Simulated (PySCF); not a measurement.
## Two-component Hartree-Fock for Ru (ruthenium, neutral)

Start: [Kr] 4d7 5s1; 4d3/2 filled at m_j = -3/2, -1/2, +1/2, +3/2; 4d5/2 filled at m_j = +1/2, +3/2, +5/2; 5s1/2 filled at m_j = +1/2. Calculated with PySCF 2.14 in x2c-SVPall-2c (6s8p6d1f, 67 functions): generalised Hartree-Fock with the X2C-1e Hamiltonian and a Gaussian nucleus; one run each with spin-orbit coupling (SO) switched off, then screened by Boettger's factors.

| spinor shell | electrons | ε, spin-free (eV) | ε, screened SO (eV) | weight of nominal j (screened SO) | rms radius, screened SO (bohr) |
| --- | --- | --- | --- | --- | --- |
| 1s1/2 | 2 | -22231.0 | -22229.6 | 1.000 | 0.0384 |
| 2s1/2 | 2 | -3274.8 | -3274.3 | 1.000 | 0.158 |
| 2p1/2 | 2 | -2927.0 | -3017.7 | 1.000 | 0.137 |
| 2p3/2 | 4 | -2927.0 | -2884.6 | 1.000 | 0.142 |
| 3s1/2 | 2 | -610.58 | -610.43 | 1.000 | 0.428 |
| 3p1/2 | 2 | -493.03 | -508.97 | 1.000 | 0.425 |
| 3p3/2 | 4 | -493.03 | -485.47 | 1.000 | 0.436 |
| 3d3/2 | 4 | -304.03 | -306.82 | 0.992 | 0.417 |
| 3d5/2 | 6 | -304.03 | -302.00 | 0.995 | 0.420 |
| 4s1/2 | 2 | -93.562 | -93.508 | 1.000 | 1.09 |
| 4p1/2 | 2 | -58.224 | -62.549 | 0.823 | 1.21 |
| 4p3/2 | 4 | -58.224 | -56.079 | 0.912 | 1.22 |
| 4d5/2 | 3 | -10.757 | -11.485 | 0.760 | 1.83 |
| 4d3/2 | 4 | -10.757 | -10.214 | 0.699 | 1.84 |
| 5s1/2 | 1 | -6.490 | -6.486 | 0.999 | 3.83 |

```tsv
quantity	spin-free	screened SO
E (hartree)	-4527.26746	-4527.89220
M_J	5	5
⟨J²⟩	30.009	30.009
⟨L²⟩	12.006	12.090
⟨S²⟩	6.002	5.976
```

Each row is a mean over spinors that exchange with the open shell spreads, by up to 7.649 eV (4p3/2).

Rows whose weight is well below 1 are mixtures of j = l ± 1/2: exchange outweighs spin-orbit coupling there, and the label is only the starting occupation.

Breit and QED terms are absent; they matter most for the inner s and p1/2 levels.

Densities and radii are taken from the X2C orbitals without a picture-change correction, which distorts them close to the nucleus.

Without spin-orbit coupling the j labels of p, d and f shells carry no meaning; the spin-free column gives the mean over the occupied spinors of each nl shell.
